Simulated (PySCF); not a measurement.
Species: H₇NSi₂Te.
Z-matrix (Å and degrees, PBE0-D3(BJ)/def2-SVP geometry), rows numbered from 1:
```
N 
Si  1  1.7411
Si  2  2.3478  1  107.26
Te  3  2.5106  2  104.83  1   -44.48
H   1  1.0148  2  118.81  3   158.95
H   1  1.0148  2  119.22  3   -61.50
H   2  1.5031  1  115.84  3   123.18
H   2  1.4938  1  107.00  3  -116.70
H   3  1.4977  2  112.76  1    77.15
H   3  1.4961  2  111.41  1  -162.20
H   4  1.6690  3   87.98  2    21.52
```

Computed, not measured: PBE0-D3(BJ)/def2-SVP geometry optimisation, gas phase, def2 core potentials past Kr (PySCF).

Masses are those of the commonest isotopes; rigid-rotor values at the optimised geometry. The values belong to one conformer with, in the numbering `[NH2:1][SiH2:2][SiH2:3][TeH:4]`, H–N1–Si2–Si3 159° and -62°, N1–Si2–Si3–Te4 -44°, Si2–Si3–Te4–H 22°.

Question: What are A, B and C (cm⁻¹)?

Answer: Ia = 123.65, Ib = 533.91, Ic = 625.22 u·Å²; 505379 MHz·u·Å²/I gives 4087, 946.6 and 808.3 MHz, that is A = 0.13633, B = 0.03157, C = 0.02696 cm⁻¹.

Question: Classify the top.

Answer: A near-prolate asymmetric top: κ = (2 × 946.6 − 4087 − 808.3)/(4087 − 808.3) = -0.92.

Question: What does the inertial defect say?

Answer: Not planar: Δ = Ic − Ia − Ib = -32.35 u·Å². For a rigid frame Δ = −2 Σ m c², so Σ m c² = 16.18 u·Å² lies off the ab plane: 8.59 from hydrogen and 7.59 from heavier atoms. The atom farthest from that plane is 1.81 Å away.

Question: Give the coordinates in the principal-axis frame, origin at the centre of mass.

Answer: The sense of each axis is arbitrary; atoms in the order of the calculation.
```
atom  mass (u)   a (Å)   b (Å)   c (Å)
  N1    14.003  -2.486   1.504   0.425
 Si2    27.977  -2.697  -0.047  -0.337
 Si3    27.977  -0.848  -1.369   0.249
 Te4   129.906   1.137   0.141  -0.033
  H5     1.008  -2.985   2.305   0.052
  H6     1.008  -2.443   1.557   1.438
  H7     1.008  -3.972  -0.771  -0.005
  H8     1.008  -2.677   0.186  -1.813
  H9     1.008  -0.939  -1.907   1.644
 H10     1.008  -0.703  -2.542  -0.668
 H11     1.008   0.097   1.438   0.108
```

Question: Where do the levels up to J = 5 lie, in MHz?

Answer: Above 0(0,0):
J = 1: 1(0,1) 1755, 1(1,1) 4895, 1(1,0) 5034
J = 2: 2(0,2) 5260, 2(1,2) 8267, 2(1,1) 8682, 2(2,1) 18103, 2(2,0) 18108
J = 3: 3(0,3) 10507, 3(1,3) 13322, 3(1,2) 14151, 3(2,2) 23368, 3(2,1) 23390, 3(3,1) 39419, 3(3,0) 39419
J = 4: 4(0,4) 17482, 4(1,4) 20056, 4(1,3) 21438, 4(2,3) 30384, 4(2,2) 30451, 4(3,2) 46447, 4(3,1) 46448, 4(4,1) 68907, 4(4,0) 68907
J = 5: 5(0,5) 26169, 5(1,5) 28466, 5(1,4) 30537, 5(2,4) 39148, 5(2,3) 39303, 5(3,3) 55236, 5(3,2) 55238, 5(4,2) 77691, 5(4,1) 77691, 5(5,1) 106569, 5(5,0) 106569
Those of J = 1 are B + C, A + C and A + B.

Question: Predict some low-J microwave lines.

Answer: The dipole components are |μa| = 1.97 D, |μb| = 1.16 D, |μc| = 0.73 D. The squared components, which scale the intensities, stand as 1.00 : 0.35 : 0.14 (a : b : c). Some lines, for components of 0.1 D or more:

```
type  branch         J(Ka,Kc)    MHz  lower level (cm⁻¹)
   b       R  2(0,2) ← 1(1,1)    365               0.163
   a       Q  2(1,1) ← 2(1,2)    415               0.276
   a       Q  3(1,2) ← 3(1,3)    829               0.444
   b       R  3(0,3) ← 2(1,2)   2240               0.276
   c       Q  3(1,3) ← 3(0,3)   2815               0.350
   c       Q  2(1,2) ← 2(0,2)   3007               0.175
   c       Q  1(1,1) ← 1(0,1)   3141               0.059
   b       Q  1(1,0) ← 1(0,1)   3279               0.059
   a       R  2(1,2) ← 1(1,1)   3372               0.163
   b       Q  2(1,1) ← 2(0,2)   3421               0.175
   a       R  2(1,1) ← 1(1,0)   3648               0.168
   a       R  3(1,3) ← 2(1,2)   5055               0.276
   a       R  3(1,2) ← 2(1,1)   5469               0.290
   b       R  2(1,2) ← 1(0,1)   6512               0.059
   c       R  2(1,1) ← 1(0,1)   6927               0.059
   c       R  3(1,2) ← 2(0,2)   8891               0.175
   c       Q  3(2,2) ← 3(1,2)   9217               0.472
   b       Q  3(2,1) ← 3(1,2)   9239               0.472
   c       Q  2(2,1) ← 2(1,1)   9422               0.290
   b       Q  2(2,1) ← 2(1,2)   9836               0.276
   b       R  2(2,1) ← 1(1,0)  13070               0.168
   c       R  2(2,1) ← 1(1,1)  13208               0.163
   b       R  2(2,0) ← 1(1,1)  13212               0.163
   c       R  3(2,1) ← 2(1,1)  14709               0.290
   c       Q  3(3,1) ← 3(2,1)  16029               0.780
   b       Q  3(3,0) ← 3(2,1)  16029               0.780
   b       Q  3(3,1) ← 3(2,2)  16051               0.779
   c       R  3(3,0) ← 2(2,0)  21311               0.604
```

Question: Estimate the classical rotational partition function at 100 K, 200 K and 500 K.

Answer: Point group C1, symmetry number σ = 1; q = (√π/σ)·√((kT/h)³/(ABC)), k/h = 20836.6 MHz/K: 95300 at 100 K, 270000 at 200 K, 1070000 at 500 K.

Whether it is a minimum is left open (no frequencies). No vibrational averaging or centrifugal distortion is included, and the geometry carries the error of its method. A rigid rotor knows nothing of inversion at nitrogen, which can split or shift real lines. Quadrupole hyperfine structure (14N) is left out.

On one thread of an Arm Neoverse V1, shared host, this took 55 s wall and 0.47 GiB of memory at its peak. That covers the optimisation of the geometry.
